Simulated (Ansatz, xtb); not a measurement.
**ClH4Si2Sn: which of two structures lies lower**

We compare a, a doublet given by its coordinates, with b, `[SiH2][SiH2][Sn][Cl]`, a doublet. Both are isolated molecules in the gas phase, relaxed with B3LYP-D3(BJ)/def2-SVP; the shapes shown needn't be the lowest conformers.

a (Å):

```xyz
8

Cl   -0.1882   -2.3118   -3.5419
Si   -2.0809   -0.6273   -0.8993
Si   -0.3968   -2.0527   -0.0885
Sn    1.1058   -3.3794   -1.7614
H    -2.7966    0.0125    0.2456
H    -3.0616   -1.4066   -1.7070
H    -1.4788    0.4391   -1.7489
H    -0.3115   -2.0934    1.4101
```

Close contacts (Å): Cl1–Sn4 2.45, Si2–Si3 2.35, Si3–Sn4 2.61, Si2–H5 1.49, Si2–H6 1.49, Si2–H7 1.49, Si3–H8 1.50.

b (Å):

```xyz
8

Cl   -2.0677   -1.0916    1.7798
Si   -1.4058   -0.4666   -1.6849
Si   -0.9679   -2.7231   -1.7210
Sn    0.0002   -0.5194    0.6226
H    -2.8612   -0.1720   -1.5852
H    -0.7923    0.1521   -2.8978
H     0.4424   -3.0976   -2.0488
H    -1.4488   -3.5378   -0.5690
```

Which of the two would you expect CCSD(T)/def2-SVP electronic energies to favour?

Structure a; the calculation gives E(b) − E(a) = +0.343 eV.

The same difference at several levels:

```
                level               geometry  E(b) − E(a) (eV)  departure from the last row (eV)  job, with rough time for the two
B3LYP-D3(BJ)/def2-SVP  B3LYP-D3(BJ)/def2-SVP              +0.265                            −0.079             optimisation, 4.7 min
          HF/def2-SVP  B3LYP-D3(BJ)/def2-SVP              +0.493                            +0.150           part of the CCSD(T) run
         MP2/def2-SVP  B3LYP-D3(BJ)/def2-SVP              +0.403                            +0.060           part of the CCSD(T) run
     CCSD(T)/def2-SVP  B3LYP-D3(BJ)/def2-SVP              +0.343                                                  single point, 63 s
```

The levels shown agree on the order. The largest departure from CCSD(T)/def2-SVP is that of HF/def2-SVP, 0.150 eV. Levels run at GFN2-xTB geometries aren't shown.

With harmonic frequencies from B3LYP-D3(BJ)/def2-SVP (ideal gas, rigid rotor, one conformer each, 298.15 K, 1 atm): on the last row, ΔE + ΔZPE = +0.316 eV. A mode under 50 cm⁻¹ makes harmonic enthalpies and free energies unreliable, so none is given.

Open shells are spin-unrestricted, with notable spin contamination under HF/def2-SVP, MP2/def2-SVP, CCSD(T)/def2-SVP. The correlated steps freeze 19 core orbitals; the filled d shell of Sn is correlated, in a basis made for valence electrons. Atoms past krypton carry core potentials in the def2 sets and no spin–orbit term is included. Codes used: Ansatz 0.2.0; the last row on 2 threads of Arm Neoverse V2 on a shared host.
